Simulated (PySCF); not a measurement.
Computed properties of iodine monochloride (ClI), SMILES ClI

ClI, SMILES ClI. Geometry optimised at B3LYP-D3(BJ)/def2-TZVP. The def2 effective core potentials stand for the cores of I; spin–orbit coupling is left out. One conformer was computed; it need not be the lowest. All values are computed for the isolated molecule unless a solvent is named; none is compared with measurement here.

**Structure.** The optimised structure has C∞v symmetry. All 1 harmonic modes at B3LYP-D3(BJ)/def2-TZVP (PySCF) are real, so it is a minimum.

**Vibrations.** The strongest infrared lines (harmonic, unscaled, degenerate partners summed) lie at 375 cm⁻¹ (7 km/mol, Cl 78 %, I 22 %). The softest mode is at 375 cm⁻¹ and the zero-point energy is 0.5 kcal/mol.

**Electronic structure.** CAM-B3LYP/def2-TZVPD (PySCF) places the frontier levels at -9.18 and -2.60 eV, a gap of 6.58 eV, and gives a dipole moment of 1.28 D and a mean polarisability of 49.7 bohr³. PBE/def2-TZVPD (PySCF) at the same geometry gives -6.68 and -4.55 eV, so its gap is 4.45 eV narrower. An orbital gap is neither the optical nor the fundamental gap.

**Excitations.** TDDFT-PBE0/def2-TZVPD (PySCF) has S1 at 2.62 eV (473 nm, f = 0.001, dark); the most intense of the 10 singlets computed lies at 7.75 eV (f = 0.34). Strengths of degenerate partners are summed. T1 (TDA) is at 1.91 eV. TDDFT-PBE/def2-TZVPD (PySCF) puts S1 at 2.46 eV.
